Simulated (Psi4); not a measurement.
CHNO, charge -1, doublet, geometry from GFN2-xTB (a state made from the parent by changing its charge; the spin is typed, not shown lowest) (a gas-phase anion, which may not be bound at this level); Psi4 with PBE0/def2-SVP.

Here is a job for Psi4.
```
memory 2 GB

molecule {
-1 2
N    -1.10932296    0.26809662    0.17063078
C     0.07399388   -0.27621871    0.20499431
O     1.13555407   -0.00065511   -0.40397735
H    -1.76313503   -0.21412318    0.80743747
}

set {
  basis def2-svp
  reference uks
}

energy('pbe0')
print_variables()
```

The log (banner, timings and long lists left out):

```
   => Loading Basis Set <=

    Name: DEF2-SVP
    Role: ORBITAL
    Keyword: BASIS

         ---------------------------------------------------------
                                   SCF
               by Justin Turney, Rob Parrish, Andy Simmonett
                          and Daniel G. A. Smith
                              UKS Reference
         ---------------------------------------------------------

  ==> Geometry <==

    Molecular point group: c1
    Full point group: C1

    Geometry (in Angstrom), charge = -1, multiplicity = 2:

       Center              X                  Y                   Z               Mass
    ------------   -----------------  -----------------  -----------------  -----------------
         N            0.080241528956     1.191892238935     0.000000000075    14.003074004430
         C           -0.359106344966    -0.034758575346     0.000000000075    12.000000000000
         O            0.243167575678    -1.135193917305     0.000000000075    15.994914619570
         H           -0.698332068883     1.869647409750    -0.000000003111     1.007825032230

  Running in c1 symmetry.

  Rotational constants: A =      6.38481  B =      0.37902  C =      0.35778 [cm^-1]
  Rotational constants: A = 191411.75609  B =  11362.69476  C =  10725.97336 [MHz]
  Nuclear repulsion =   56.583285043118181

  Charge       = -1
  Multiplicity = 2
  Electrons    = 23
  Nalpha       = 12
  Nbeta        = 11

  ==> Algorithm <==

  SCF Algorithm Type is DF.
  DIIS enabled.
  MOM disabled.
  Fractional occupation disabled.
  Guess Type is SAD.
  Energy threshold   = 1.00e-06
  Density threshold  = 1.00e-06
  Integral threshold = 1.00e-12

  ==> Primary Basis <==

  Basis Set: DEF2-SVP
    Blend: DEF2-SVP
    Number of shells: 21
    Number of basis functions: 47
    Number of Cartesian functions: 50
    Spherical Harmonics?: true
    Max angular momentum: 2

  ==> DFT Potential <==

   => LibXC <=

    Version 7.1.2
    S. Lehtola, C. Steigemann, M. J. T. Oliveira, and M. A. L. Marques,  SoftwareX 7, 1–5 (2018) (10.1016/j.softx.2017.11.002)

   => Composite Functional: PBE0 <=

    PBE0 Hyb-GGA Exchange-Correlation Functional

    C. Adamo and V. Barone,  J. Chem. Phys. 110, 6158 (1999) (10.1063/1.478522)
    M. Ernzerhof and G. E. Scuseria,  J. Chem. Phys. 110, 5029 (1999) (10.1063/1.478401)

    Deriv               =              1
    GGA                 =           TRUE
    Meta                =          FALSE

    Exchange Hybrid     =           TRUE
    MP2 Hybrid          =          FALSE

   => Exchange Functionals <=

    0.7500   Perdew, Burke & Ernzerhof

   => Exact (HF) Exchange <=

    0.2500               HF

   => Correlation Functionals <=

    1.0000   Perdew, Burke & Ernzerhof

   => LibXC Density Thresholds  <==

    XC_HYB_GGA_XC_PBEH:  1.00E-15

   => Molecular Quadrature <=

    Radial Scheme          =       TREUTLER
    Pruning Scheme         =           NONE
    Nuclear Scheme         =       TREUTLER

    Blocking Scheme        =         OCTREE
    BS radius alpha        =              1
    Pruning alpha          =              1
    Radial Points          =             75
    Spherical Points       =            302
    Total Points           =          86624
    Total Blocks           =            714
    Max Points             =            256
    Max Functions          =             47
    Weights Tolerance      =       1.00E-15

   => Loading Basis Set <=

    Name: (DEF2-SVP AUX)
    Role: JKFIT
    Keyword: DF_BASIS_SCF

  ==> Integral Setup <==

  SCF_SUBTYPE=INCORE selected. In-core MEM_DF algorithm will be used.
  Using in-core AOs.

  ==> MemDFJK: Density-Fitted J/K Matrices <==

    J tasked:                   Yes
    K tasked:                   Yes
    wK tasked:                   No
    Algorithm:                 Core
    Schwarz Cutoff:           1E-12
    Mask sparsity (%):       0.0905
    Fitting Condition:        1E-10

   => Auxiliary Basis Set <=

[...]
    Using symmetric orthogonalization.

  ==> Pre-Iterations <==

  SCF Guess: Superposition of Atomic Densities via on-the-fly atomic UHF (no occupation information).

   -------------------------
    Irrep   Nso     Nmo
   -------------------------
     A         47      47
   -------------------------
    Total      47      47
   -------------------------

  ==> Iterations <==

                           Total Energy        Delta E     RMS |[F,P]|

   @DF-UKS iter SAD:  -167.70462299126172   -1.67705e+02   0.00000e+00
   @DF-UKS iter   1:  -168.08273907074047   -3.78116e-01   1.56029e-02 DIIS/ADIIS
   @DF-UKS iter   2:  -167.95956274675203    1.23176e-01   1.94497e-02 DIIS/ADIIS
   @DF-UKS iter   3:  -168.31595578919450   -3.56393e-01   2.74999e-03 DIIS/ADIIS
   @DF-UKS iter   4:  -168.32360789787521   -7.65211e-03   6.86079e-04 DIIS/ADIIS
   @DF-UKS iter   5:  -168.32380237740983   -1.94480e-04   5.18626e-04 DIIS/ADIIS
   @DF-UKS iter   6:  -168.32405679617165   -2.54419e-04   1.06764e-04 DIIS/ADIIS
   @DF-UKS iter   7:  -168.32406975613949   -1.29600e-05   1.78262e-05 DIIS
   @DF-UKS iter   8:  -168.32407098407083   -1.22793e-06   6.36602e-06 DIIS
   @DF-UKS iter   9:  -168.32407119797759   -2.13907e-07   1.86672e-06 DIIS
   @DF-UKS iter  10:  -168.32407121987214   -2.18946e-08   4.89587e-07 DIIS
  Energy and wave function converged.

  ==> Post-Iterations <==

   Electrons on quadrature grid:
      Nalpha   =   11.9999999206 ; deviation = -7.937e-08
      Nbeta    =   11.0000000204 ; deviation = 2.043e-08
      Ntotal   =   22.9999999411 ; deviation = -5.894e-08

   @Spin Contamination Metric:   3.143355625E-03
   @S^2 Expected:                7.500000000E-01
   @S^2 Observed:                7.531433556E-01
   @S   Expected:                5.000000000E-01
   @S   Observed:                5.000000000E-01

    Orbital Energies [Eh]
    ---------------------

    Alpha Occupied:

[...]
    Alpha Virtual:

[...]
    Beta Occupied:

[...]
    Beta Virtual:

[...]
    Final Occupation by Irrep:
              A
    DOCC [    11 ]
    SOCC [     1 ]
    NA   [    12 ]
    NB   [    11 ]

  @DF-UKS Final Energy:  -168.32407121987214

   => Energetics <=

    Nuclear Repulsion Energy =             56.5832850431181811
    One-Electron Energy =                -347.9302840277854330
    Two-Electron Energy =                 139.1893603056594486
    DFT Exchange-Correlation Energy =     -16.1664325408643315
    Empirical Dispersion Energy =           0.0000000000000000
    VV10 Nonlocal Energy =                  0.0000000000000000
    Total Energy =                       -168.3240712198721383

  UHF NO Occupations:
  HONO-2 :   10  A 1.9995328
  HONO-1 :   11  A 1.9993547
  HONO-0 :   12  A 1.0000000
  LUNO+0 :   13  A 0.0006453
  LUNO+1 :   14  A 0.0004672
  LUNO+2 :   15  A 0.0003532
  LUNO+3 :   16  A 0.0000423

Computation Completed

Properties will be evaluated at   0.000000,   0.000000,   0.000000 [a0]

Properties computed using the SCF density matrix

 Multipole Moments:

 ------------------------------------------------------------------------------------
     Multipole            Electronic (a.u.)      Nuclear  (a.u.)        Total (a.u.)
 ------------------------------------------------------------------------------------

 L = 1.  Multiply by 2.5417464519 to convert [e a0] to [Debye]
 Dipole X            :          0.3082365           -0.6537296           -0.3454931
 Dipole Y            :         -1.4719178            1.7438209            0.2719032
 Dipole Z            :          0.0000000           -0.0000000           -0.0000000
 Magnitude           :                                                    0.4396554

 ------------------------------------------------------------------------------------

  Variable Map:
  ----------------------------------------------------------------------------
[...]
  Array Variable Map:
  ----------------------------------------------------------------------------
[...]
[...]
```
